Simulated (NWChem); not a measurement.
All runs are NWChem calculations. System: In (+1), charge 1, spin multiplicity 1. Level: CCSDT/def2-SVP with def2 effective core potentials on In, 4 core orbitals frozen.

Input file:

```
start mol
memory heap 100 mb stack 700 mb global 1900 mb
charge 1
geometry units angstroms nocenter noautoz
  In     0.000000     0.000000     0.000000
  symmetry group D2h
end
basis spherical
  * library def2-svp
end
ecp
  In library def2-ecp
end
scf
  rhf
  nopen 0
  maxiter 100
  thresh 1e-7
  semidirect memsize 60000000 filesize 0
end
tce
  freeze core 4
  ccsdt
  2eorb
  2emet 13
  thresh 1e-6
  maxiter 100
  tilesize 24
end
task tce energy
```

NWChem printed:

```
             Northwest Computational Chemistry Package (NWChem) 7.3.0
             --------------------------------------------------------

                                NWChem Input Module
                                -------------------

 Scaling coordinates for geometry "geometry" by  1.889725989
 (inverse scale =  0.529177249)

                             Geometry "geometry" -> ""
                             -------------------------

 Output coordinates in angstroms (scale by  1.889725989 to convert to a.u.)

  No.       Tag          Charge          X              Y              Z
 ---- ---------------- ---------- -------------- -------------- --------------
    1 In                  49.0000     0.00000000     0.00000000     0.00000000

 Effective nuclear repulsion energy (a.u.)       0.0000000000

            Nuclear Dipole moment (a.u.)
            ----------------------------
        X                 Y               Z
 ---------------- ---------------- ----------------
     0.0000000000     0.0000000000     0.0000000000

      Symmetry information
      --------------------

 Group name             D2h
 Group number             26
 Group order               8
 No. of unique centers     1

      Symmetry unique atoms

     1


 Summary of "ao basis" -> "" (spherical)
 ------------------------------------------------------------------------------
       Tag                 Description            Shells   Functions and Types
 ---------------- ------------------------------  ------  ---------------------
 *                          def2-svp                  on all atoms

 Summary of "ao basis" -> "ao basis" (spherical)
 ------------------------------------------------------------------------------
       Tag                 Description            Shells   Functions and Types
 ---------------- ------------------------------  ------  ---------------------
 In                         def2-svp                10       26   4s4p2d

                                 NWChem SCF Module
                                 -----------------

  ao basis        = "ao basis"
  functions       =    26
  atoms           =     1
  closed shells   =    10
  open shells     =     0
  charge          =   1.00
  wavefunction    = RHF
  use symmetry    = T
  symmetry adapt  = T

 Summary of "ao basis" -> "ao basis" (spherical)
 ------------------------------------------------------------------------------
       Tag                 Description            Shells   Functions and Types
 ---------------- ------------------------------  ------  ---------------------
 In                         def2-svp                10       26   4s4p2d

      Symmetry analysis of basis
      --------------------------

        ag          8
        au          0
        b1g         2
        b1u         4
        b2g         2
        b2u         4
        b3g         2
        b3u         4

 Forming initial guess at       0.0s

      Superposition of Atomic Density Guess
      -------------------------------------

 Sum of atomic energies:        -218.05030190

 Renormalizing density from      21.00 to     20

      Non-variational initial energy
      ------------------------------

 Total energy =    -186.710306
 1-e energy   =    -318.888477
 2-e energy   =     132.178171
 HOMO         =      -0.792421
 LUMO         =      -0.314994

      Symmetry analysis of molecular orbitals - initial
      -------------------------------------------------

 !! scf_movecs_sym_adapt:   22 vectors were symmetry contaminated

  Symmetry fudging

 !! scf_movecs_sym_adapt:   20 vectors were symmetry contaminated

  Numbering of irreducible representations:

     1 ag          2 au          3 b1g         4 b1u         5 b2g
     6 b2u         7 b3g         8 b3u

  Orbital symmetries:

     1 ag          2 b2u         3 b1u         4 b3u         5 b3g
     6 b2g         7 b1g         8 ag          9 ag         10 ag
    11 b2u        12 b1u        13 b3u        14 ag         15 b1u
    16 b2u        17 b3u        18 b2g        19 b3g        20 b1g

 Starting SCF solution at       0.1s

 ----------------------------------------------
         Quadratically convergent ROHF

 Convergence threshold     :          1.000E-07
 Maximum no. of iterations :          100
 Final Fock-matrix accuracy:          1.000E-09
 ----------------------------------------------

              iter       energy          gnorm     gmax       time
             ----- ------------------- --------- --------- --------
                 1     -188.9611885497  1.16D+00  4.25D-01      0.1
                 2     -189.0133033955  2.89D-01  1.27D-01      0.1
                 3     -189.0132898082  2.81D-01  1.20D-01      0.2
                 4     -189.0151836561  1.05D-01  5.48D-02      0.2
                 5     -189.0152875986  4.60D-03  2.80D-03      0.2
                 6     -189.0152899797  9.01D-06  3.68D-06      0.2
                 7     -189.0152899797  5.85D-10  4.62D-10      0.2

       Final RHF  results
       ------------------

         Total SCF energy =   -189.015289979702
      One-electron energy =   -329.285543092147
      Two-electron energy =    140.270253112445
 Nuclear repulsion energy =      0.000000000000

        Time for solution =      0.0s

       Symmetry analysis of molecular orbitals - final
       -----------------------------------------------

  Numbering of irreducible representations:

     1 ag          2 au          3 b1g         4 b1u         5 b2g
     6 b2u         7 b3g         8 b3u

  Orbital symmetries:

     1 ag          2 b3u         3 b2u         4 b1u         5 b1g
     6 b2g         7 b3g         8 ag          9 ag         10 ag
    11 b2u        12 b3u        13 b1u        14 ag         15 b3u
    16 b2u        17 b1u        18 b1g        19 b2g        20 b3g

             Final eigenvalues
             -----------------

              1
    1   -5.6442
    2   -3.8966
    3   -3.8966
    4   -3.8966
    5   -1.2808
    6   -1.2808
    7   -1.2808
    8   -1.2808
    9   -1.2808
   10   -0.6347
   11   -0.1830
   12   -0.1830
   13   -0.1830
   14    0.0556
   15    0.0990
   16    0.0990
   17    0.0990
   18    0.2621
   19    0.2621
   20    0.2621

                       ROHF Final Molecular Orbital Analysis
                       -------------------------------------

 Vector    8  Occ=2.000000D+00  E=-1.280759D+00  Symmetry=ag
              MO Center=  2.7D-33,  5.0D-34, -2.6D-34, r^2= 4.5D-01
   Bfn.  Coefficient  Atom+Function         Bfn.  Coefficient  Atom+Function
  ----- ------------  ---------------      ----- ------------  ---------------
    21      0.972798  1 In d  2

 Vector    9  Occ=2.000000D+00  E=-1.280759D+00  Symmetry=ag
              MO Center= -1.1D-33,  7.1D-34, -2.8D-33, r^2= 4.5D-01
   Bfn.  Coefficient  Atom+Function         Bfn.  Coefficient  Atom+Function
  ----- ------------  ---------------      ----- ------------  ---------------
    19      0.972798  1 In d  0

 Vector   10  Occ=2.000000D+00  E=-6.346978D-01  Symmetry=ag
              MO Center= -2.9D-19,  1.4D-19, -9.2D-19, r^2= 2.1D+00
   Bfn.  Coefficient  Atom+Function         Bfn.  Coefficient  Atom+Function
  ----- ------------  ---------------      ----- ------------  ---------------
     3      0.842932  1 In s                  1     -0.507522  1 In s
     4      0.374289  1 In s

 Vector   11  Occ=0.000000D+00  E=-1.829651D-01  Symmetry=b2u
              MO Center= -1.5D-33, -9.6D-18, -1.3D-32, r^2= 4.7D+00
   Bfn.  Coefficient  Atom+Function         Bfn.  Coefficient  Atom+Function
  ----- ------------  ---------------      ----- ------------  ---------------
    15      0.653495  1 In py                12      0.474528  1 In py

 Vector   12  Occ=0.000000D+00  E=-1.829651D-01  Symmetry=b3u
              MO Center=  1.9D-17, -1.5D-32, -4.9D-33, r^2= 4.7D+00
   Bfn.  Coefficient  Atom+Function         Bfn.  Coefficient  Atom+Function
  ----- ------------  ---------------      ----- ------------  ---------------
    14      0.653495  1 In px                11      0.474528  1 In px

 Vector   13  Occ=0.000000D+00  E=-1.829651D-01  Symmetry=b1u
              MO Center=  7.6D-33,  1.1D-32,  6.0D-17, r^2= 4.7D+00
   Bfn.  Coefficient  Atom+Function         Bfn.  Coefficient  Atom+Function
  ----- ------------  ---------------      ----- ------------  ---------------
    16      0.653495  1 In pz                13      0.474528  1 In pz

 center of mass
 --------------
 x =   0.00000000 y =   0.00000000 z =   0.00000000

 moments of inertia (a.u.)
 ------------------
           0.000000000000           0.000000000000           0.000000000000
           0.000000000000           0.000000000000           0.000000000000
           0.000000000000           0.000000000000           0.000000000000

  Mulliken analysis of the total density
  --------------------------------------

    Atom       Charge   Shell Charges
 -----------   ------   -------------------------------------------------------
    1 In  21    20.00   2.60 -0.60  1.35  0.66  3.25  2.73  0.01 -0.00  9.74  0.26

       Multipole analysis of the density wrt the origin
       ------------------------------------------------

     L   x y z        total         open         nuclear
     -   - - -        -----         ----         -------
     0   0 0 0      1.000000      0.000000     21.000000

     1   1 0 0      0.000000      0.000000      0.000000
     1   0 1 0     -0.000000      0.000000      0.000000
     1   0 0 1      0.000000      0.000000      0.000000

     2   2 0 0    -13.007209      0.000000      0.000000
     2   1 1 0      0.000000      0.000000      0.000000
     2   1 0 1      0.000000      0.000000      0.000000
     2   0 2 0    -13.007209      0.000000      0.000000
     2   0 1 1     -0.000000      0.000000      0.000000
     2   0 0 2    -13.007209      0.000000      0.000000

                   NWChem Extensible Many-Electron Theory Module
                   ---------------------------------------------


            General Information
            -------------------
      Number of processors :     1
         Wavefunction type : Restricted Hartree-Fock
          No. of electrons :    20
           Alpha electrons :    10
            Beta electrons :    10
           No. of orbitals :    52
            Alpha orbitals :    26
             Beta orbitals :    26
        Alpha frozen cores :     4
         Beta frozen cores :     4
     Alpha frozen virtuals :     0
      Beta frozen virtuals :     0
         Spin multiplicity : singlet
    Number of AO functions :    26
       Number of AO shells :    10
        Use of symmetry is : on
      Symmetry adaption is : on
         Schwarz screening : 0.10D-09

          Correlation Information
          -----------------------
          Calculation type : Coupled-cluster singles, doubles, & triples
   Perturbative correction : none
            Max iterations :      100
        Residual threshold : 0.10D-05
     T(0) DIIS level shift : 0.00D+00
     L(0) DIIS level shift : 0.00D+00
     T(1) DIIS level shift : 0.00D+00
     L(1) DIIS level shift : 0.00D+00
     T(R) DIIS level shift : 0.00D+00
     T(I) DIIS level shift : 0.00D+00
   CC-T/L Amplitude update :  5-th order DIIS
                I/O scheme : Global Array Library
        L-threshold :  0.10D-05
        EOM-threshold :  0.10D-05
 no EOMCCSD initial starts read in
 TCE RESTART OPTIONS
 SLICE:      F
 D4D5:       F
 quantumc:   F
 qrotation:  F
 pwtce:      F
 qducc:      F
 nacto:                         0
 nrotv:                         0
 nrot:                          0

            Memory Information
            ------------------
          Available GA space size is     249036124 doubles
          Available MA space size is     104851236 doubles

 Maximum block size supplied by input
 Maximum block size        24 doubles

 tile_dim =      4

 -------------------------------------------------

 Global array virtual files algorithm will be used

 Parallel file system coherency ......... OK

 4-electron integrals stored in orbital form

 v2    file size   =             6541
 4-index algorithm nr.  13 is used
 imaxsize =       30
 imaxsize ichop =        0
 IN MAPPING 1 for UCC(4),CCSDT,CCSDTQ


 CCSDT iterations
 --------------------------------------------------------
 Iter          Residuum       Correlation     Cpu    Wall
 --------------------------------------------------------
    1   0.1796514061450  -0.0428342414077     5.1     5.1
    2   0.0444674513500  -0.0509110061280     5.1     5.1
    3   0.0243993966529  -0.0552158722884     5.1     5.1
    4   0.0091000207545  -0.0563929024577     5.1     5.1
    5   0.0044612564943  -0.0570714486206     5.1     5.1
    6   0.0004574428851  -0.0575243109966     5.1     5.1
    7   0.0001450296178  -0.0575339818309     5.1     5.1
    8   0.0000504422054  -0.0575348333068     5.1     5.1
    9   0.0000200642091  -0.0575351835869     5.1     5.1
   10   0.0000077908536  -0.0575353082560     5.1     5.1
   11   0.0000012125235  -0.0575353434940     5.1     5.1
   12   0.0000004647670  -0.0575354128066     5.1     5.1
 --------------------------------------------------------
 Iterations converged
 CCSDT correlation energy / hartree =        -0.057535412806576
 CCSDT total energy / hartree       =      -189.072825392508662

 Singles contributions

 Doubles contributions

 Task  times  cpu:       61.9s     wall:       61.9s

 Total times  cpu:       61.9s     wall:       61.9s
```
